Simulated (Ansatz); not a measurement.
Basis sets compared for the cluster PSe₂. Charge 0, multiplicity 2. Geometry PBE-D4/def2-TZVP. Ansatz on 4 threads of Arm Neoverse V2 on a shared host; times are rough, and most runs start from earlier orbitals.

```xyz
3

P     1.212    0.151    0.337
Se   -0.280   -0.101   -1.328
Se   -0.932   -0.049    0.990
```

The 6-31G sets use Cartesian d functions. The structure comes from a short search, and lower isomers may exist.

Binding counts from free atoms (P quartet, Se triplet) in the same basis, without a counterpoise term.

| level | functions | energy (Eh) | HOMO (eV) | LUMO (eV) | binding per atom (eV) | wall time |
| --- | --- | --- | --- | --- | --- | --- |
| HF/STO-3G | 45 | -5084.0513 | -6.24 | 4.71 | 1.16 | 0.25 s |
| HF/6-31G | 71 | -5139.6224 | -9.21 | 0.21 | -0.22 | 0.65 s |
| HF/def2-TZVP | 133 | -5140.4492 | -8.69 | 0.75 | 0.77 | 2.1 s |
| PBE-D4/def2-SVP | 82 | -5142.9095 | -4.87 | -3.72 | 2.37 | 0.95 s |
| PBE-D4/def2-TZVP | 133 | -5143.6214 | -4.96 | -3.80 | 2.44 | 1.6 s |
| r2SCAN-D4/def2-TZVP | 133 | -5144.4372 | -5.34 | -3.55 | 2.26 | 4.5 s |
| PBE0-D4/def2-SVP | 82 | -5143.0811 | -6.17 | -2.93 | 2.15 | 1.4 s |
| PBE0-D4/def2-TZVP | 133 | -5143.7928 | -6.19 | -2.96 | 2.25 | 3.4 s |

Task: Estimate the rows for PBE-D4/def2-TZVPD, r2SCAN-D4/def2-TZVPD, PBE0-D4/def2-TZVPD.

Result: 
| level | functions | energy (Eh) | HOMO (eV) | LUMO (eV) | binding per atom (eV) | wall time |
| --- | --- | --- | --- | --- | --- | --- |
| PBE-D4/def2-TZVPD | 157 | -5143.6233 | -5.02 | -3.86 | 2.44 | 2.8 s |
| r2SCAN-D4/def2-TZVPD | 157 | -5144.4387 | -5.37 | -3.58 | 2.26 | 6.5 s |
| PBE0-D4/def2-TZVPD | 157 | -5143.7944 | -6.23 | -3.01 | 2.25 | 4 s |
